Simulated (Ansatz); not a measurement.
Reactions of `O[SiH]1CCO1`.

Isolated molecules relaxed with PBE0-D4/def2-TZVP in Ansatz; ΔE leaves out vibrations. CCSD(T)/CBS adds triple-zeta CCSD(T) − MP2 to the extrapolated MP2 energy (def2 sets, frozen cores). Functionals use def2-TZVPP. def2 core potentials past Kr. For Br, Ge, Mg, Se, W outer-core shells are correlated without core-valence functions, which leaves a few kJ/mol of doubt a bond. Scalar relativity is left out up to krypton. One conformer a species, not always the lowest.

```json
{"reaction": "`O[SiH]1CCO1` → `O/C=C/[SiH2]O`", "B2PLYP (kcal/mol)": "28.1", "PBE0-D4 (kcal/mol)": "30.0", "CCSD(T)/CBS(def2) (kcal/mol)": "29.7"}
{"reaction": "`O[SiH]1CCO1` + `S[SiH2]C[SeH]` → `O[Si]1(S)CCO1` + `[SiH3]C[SeH]`", "B2PLYP (kcal/mol)": "-3.6", "PBE0-D4 (kcal/mol)": "-4.2", "CCSD(T)/CBS(def2) (kcal/mol)": "-3.7"}
{"reaction": "`O[SiH]1CCO1` + `[CH3][W](=[O])(=[S])[Cl]` → `Cl[SiH]1CCO1` + `[CH3][W](=[O])([OH])=[S]`", "B2PLYP (kcal/mol)": "8.0", "PBE0-D4 (kcal/mol)": "5.7", "CCSD(T)/CBS(def2) (kcal/mol)": "7.3"}
{"reaction": "`O[SiH]1CCO1` + `C[O][MgH]` → `C1C[SiH2]O1` + `C[O][Mg][OH]`", "B2PLYP (kcal/mol)": "1.7", "PBE0-D4 (kcal/mol)": "3.3", "CCSD(T)/CBS(def2) (kcal/mol)": "1.1"}
{"reaction": "`O[SiH]1CCO1` + `[CH3][Al]([SH])[Br]` → `Br[SiH]1CCO1` + `[CH3][Al]([OH])[SH]`", "B2PLYP (kcal/mol)": "9.2", "PBE0-D4 (kcal/mol)": "9.2", "CCSD(T)/CBS(def2) (kcal/mol)": "9.3"}
{"reaction": "`O[SiH]1CCO1` → `O=C(O)C[SiH3]`", "B2PLYP (kcal/mol)": "36.4", "PBE0-D4 (kcal/mol)": "36.1", "CCSD(T)/CBS(def2) (kcal/mol)": "39.6"}
{"reaction": "`O[SiH]1CCO1` + `CC1CCCC1` → `C[SiH]1CCO1` + `OC1CCCC1`", "B2PLYP (kcal/mol)": "36.0", "PBE0-D4 (kcal/mol)": "33.8", "CCSD(T)/CBS(def2) (kcal/mol)": "36.2"}
{"reaction": "`O[SiH]1CCO1` + `[CH3][GeH]([NH2])[SH]` → `S[SiH]1CCO1` + `[CH3][GeH]([NH2])[OH]`", "B2PLYP (kcal/mol)": "14.3", "PBE0-D4 (kcal/mol)": "13.7", "CCSD(T)/CBS(def2) (kcal/mol)": "14.0"}
```

Largest T1 diagnostic: 0.023, for `[CH3][W](=[O])([OH])=[S]`.
